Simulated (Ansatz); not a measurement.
Basis-set extrapolation for `O/C=C/[SiH2][SiH3]` (PBE0-D4/def2-TZVP geometry, frozen core, the Gaussian-basis code of Ansatz). Multiplicity 1, RHF reference.

```tsv
	def2-TZVPP	def2-QZVPP
HF	-733.178850	-733.203926
MP2 correlation	-0.813281	-0.871842
CCSD(T) correlation	-0.906929	not run
```

Energies in hartree. Use E(X) = E(∞) + A·exp(−7.88·√X) for Hartree–Fock and E(X) = E(∞) + B·X^(−2.97) for correlation, with X = 3 and 4, and add CCSD(T) minus MP2 of the smaller set to the MP2 limit.

Problem. What is the CCSD(T) energy at the basis-set limit?

Solution. HF limit: -733.203926 + (-0.025076) × 0.13774 = -733.20738. MP2 limit: -0.871842 + (-0.058561) × 0.74074 = -0.91522. Higher-order term: -0.906929 − (-0.813281) = -0.09365. Total: -734.21625 hartree, 342.6 kJ/mol below CCSD(T)/def2-TZVPP.
